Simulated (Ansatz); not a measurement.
Ansatz (an electronic-structure program) input (RPA@PBE/def2-TZVPP):

Ansatz 0.2 input:
```yaml
crystal:
  periodic: [false, false, false]
  atoms:
    - {symbol: Hg, position_ang: [-0.00000000, -0.00000000, -1.13030743]}
    - {symbol: I, position_ang: [0.00000000, 0.00000000, 1.70612442]}
basis:
  gaussian:
    orbitals: def2-TZVPP
hamiltonian:
  xc: pbe
magnetization: {spin_polarized: true, initial_magnetization: 1}
correlation: {method: rpa, electrons: outside_noble_gas}
```

Output:

```
Functional definition: PBE
integrals: 0.08 GiB planned
892 factors; integrals over basis functions are off by at most 6.9e-4 eV
mean field: 0.33 GiB planned
mean field evaluation 1: about -12277.7473 eV, gradient 1.3e1 eV
mean field evaluation 2: about -12277.7463 eV, gradient 1.3e1 eV
mean field evaluation 4: about -12278.9966 eV, gradient 4.0e0 eV
mean field evaluation 8: about -12279.0559 eV, gradient 5.2e-1 eV
mean field evaluation 16: about -12279.0569 eV, gradient 2.0e-4 eV
mean field evaluation 32: about -12277.8628 eV, gradient 1.4e0 eV
mean field evaluation 64: about -12268.4015 eV, gradient 1.3e1 eV
mean field -12279.05691034 eV, -451.2470184113 hartree, gradient 6.4e-6 eV, S^2 0.752899; 7 other end points of the search recorded, 0 dependent functions left out
13 core orbitals not correlated
reference -12223.08659305 eV, -449.1901471890 hartree; 10, 9 occupied and 86, 87 virtual orbitals, 892 factors
Total energy: -12243.96008486 eV, -449.9572338643 hartree
```

The spin state was set by rule; other spins were not relaxed.
